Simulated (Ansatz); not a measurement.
Mg4Se5⁻. Charge -1, multiplicity 2. Geometry PBE-D4/def2-SVP, that of the neutral singlet; atoms count from 1.

```xyz
9

Mg    0.467   -1.544   -0.665
Mg   -0.969   -0.165    1.380
Mg    1.942    1.117    1.098
Mg    1.688    2.186   -1.482
Se   -1.477   -1.521   -2.274
Se   -2.077   -2.195    0.006
Se    1.489   -1.299    1.636
Se   -0.744    1.037   -0.975
Se   -0.319    2.384    1.277
```

The structure comes from a short search, and lower isomers may exist.

Problem. Estimate the Mulliken populations from the PBE0/def2-SVP orbitals of Ansatz.

Solution. 
```
atom  charge (e)  spin (α − β)
 Mg1        0.32          0.01
 Mg2        0.24          0.09
 Mg3        0.11          0.39
 Mg4       -0.16          0.44
 Se5       -0.25          0.03
 Se6       -0.28          0.00
 Se7       -0.49          0.00
 Se8       -0.14          0.03
 Se9       -0.34          0.01
```
Mulliken values depend strongly on the basis.

Problem. Where does the spin sit?

Solution. Summed by element: Mg 0.92, Se 0.08, of 1 unpaired in all. Largest on single atoms: Mg4 0.44, Mg3 0.39, Mg2 0.09.

Problem. And the Mayer bond orders between heavy atoms (over 0.3)?

Solution. Mg1–Se5 0.77 (2.52 Å); Mg1–Se6 0.50 (2.71 Å); Mg1–Se7 0.83 (2.53 Å); Mg1–Se8 0.38 (2.87 Å); Mg2–Se6 0.59 (2.69 Å); Mg2–Se7 0.70 (2.72 Å); Mg2–Se8 0.42 (2.65 Å); Mg2–Se9 0.68 (2.63 Å); Mg3–Mg4 0.58 (2.80 Å); Mg3–Se7 0.63 (2.52 Å); Mg3–Se9 0.59 (2.60 Å); Mg4–Se8 0.41 (2.74 Å); Se5–Se6 0.95 (2.45 Å); Se8–Se9 0.66 (2.66 Å).
